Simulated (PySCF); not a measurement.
**[Eu(OH)2]+ at several levels of theory**

Computed with PySCF 2.14.0 (density fitting, no spin-orbit coupling) at the geometry relaxed with PBE0:

```xyz
5
[Eu(OH)2]+ (singlet in the valence; each metal's 4f electrons, 6 of them, lie in its core potential, out of spins and levels)
Eu    0.0000    0.0000   -0.6057
O     1.6384   -0.0339    0.5146
H     2.2876   -0.0479    1.2260
O    -1.6384    0.0339    0.5146
H    -2.2876    0.0479    1.2260
```

| level | basis | state | HOMO (eV) | gap (eV) | charge on Eu1 (e) | population of f-type functions on Eu1 (polarisation alone where 4f lies in the core) | dipole about the centre of mass (D) | largest force component (eV/Å) |
| --- | --- | --- | --- | --- | --- | --- | --- | --- |
| PBE0 | Eu lcecp-1-SVP with ECP52, O def2-SVP, H def2-SVP | singlet | -13.52 | 6.69 | 1.40 | 0.10 | 2.59 | 0.02 |
| PBE0 | Eu lcecp-1-TZVP with ECP52, O def2-TZVP, H def2-TZVP | singlet | -13.58 | 6.77 | 1.76 | 0.09 | 2.80 | 0.17 |

In the lcecp rows the 4f levels are missing from HOMO and gap, and the state counts the valence alone.

Charges are Mulliken's, which hang on the basis. The relaxation used the grid (50, 194), these runs (75, 302) or, all-electron (x2c bases, spin-free X2C Hamiltonian), (99, 590).

Task: A further run in the first row's basis gives HOMO (eV) -14.92, gap (eV) 8.77, charge on Eu1 (e) 1.38, population of f-type functions on Eu1 (polarisation alone where 4f lies in the core) 0.10, dipole about the centre of mass (D) 2.71, largest force component (eV/Å) 0.19. Which level was it?
A. TPSS
B. CAM-B3LYP

Result: B. The others give HOMO -11.97 eV (TPSS).

In the first row's basis the gap widens with exact exchange: 4.6 eV for TPSS (none); 6.7 eV for PBE0 (a fixed share); 8.8 eV for CAM-B3LYP (rising or full at long range).

An lcecp potential fixes the number of 4f electrons, so in runs with it no electron can move into or out of that shell.
